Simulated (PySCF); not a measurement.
## How methods differ on the electron affinity of Ga

Ga⁻ [Ar] 3d10 4s2 4p2 (3P) → Ga [Ar] 3d10 4s2 4p1 (2P), as a difference of total energies. All numbers are calculated (PySCF 2.14, scalar relativity by spin-free X2C-1e, in x2c-TZVPPall with one added diffuse shell each of s, p, d type (7s6p5d1f, 57 functions)). Correlated levels: valence: [Ar] 3d10 frozen; valence and next inner shell: [Ne] frozen. The calculations carry no spin-orbit coupling.

Order these methods by the electron affinity they give, lowest first.
A. r2SCAN0
B. SCS-MP2 (valence and next inner shell)
C. PW91
D. UHF

D (-0.061 eV), B (0.144 eV), A (0.457 eV), C (0.490 eV).

A first-order spin-orbit estimate (lowest level to lowest level, LS coupling) adds -0.024 eV.

Errors of the correlated levels include the incompleteness of this basis and the frozen core.

A negative affinity means that the anion lies above the atom at that level of theory.

In the anion the highest occupied orbital energy is positive at LDA, PBE, PBE0, r2SCAN, r2SCAN0, PW91, B97-3, a self-interaction effect; the basis confines that electron, and the energy difference can still be sensible.

For comparison: 0.301 eV (measured; photodetachment measurements, as compiled on the Wikipedia data page of electron affinities).
